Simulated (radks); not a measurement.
Values are calculated unless marked as measured or tabulated.
Spherical quantum dot in the effective-mass picture: electrons in a well V = -V0 / (1 + exp((r - R)/a)) with V0 = 51.5, R = 1.35, a = 0.12, with a point charge +1 (a donor) at the centre, all in effective atomic units (hartree* = m*/eps^2 hartree, bohr* = eps/m* bohr), one dielectric constant everywhere. Level of theory: non-relativistic Kohn-Sham, PBE, spin-polarised, spherical densities (a radial shooting solver with Libxc functionals). Levels are named by radial order and angular momentum (1s, 1p, 1d, 2s, ...), and open shells are averaged over m. Results are scaled to m* = 0.028 and eps = 11, for which hartree* = 6.297 meV and bohr* = 20.79 nm.

N = 19, configuration 1s2 1p6 1d10 2s(up 1, down 0). This is the lowest configuration that the search found. Occupied and some empty levels:

level,occupation,eigenvalue (meV),<r> (nm)
1s up,1,-186.66,14.64
1s down,1,-186.08,14.83
1p up,3,-170.30,17.31
1p down,3,-170.13,17.33
1d up,5,-149.57,18.86
1d down,5,-149.44,18.86
2s up,1,-139.53,14.10
2s down,0,-137.81,14.15
1f up,0,-124.48,20.05
1f down,0,-124.33,20.04
2p up,0,-105.06,16.29
2p down,0,-104.38,16.38
1g up,0,-95.498,21.05
1g down,0,-95.323,21.04

Energy (meV): total -4188.67, kinetic 734.86, external -5990.3, Hartree 1201.1, exchange-correlation -134.36.
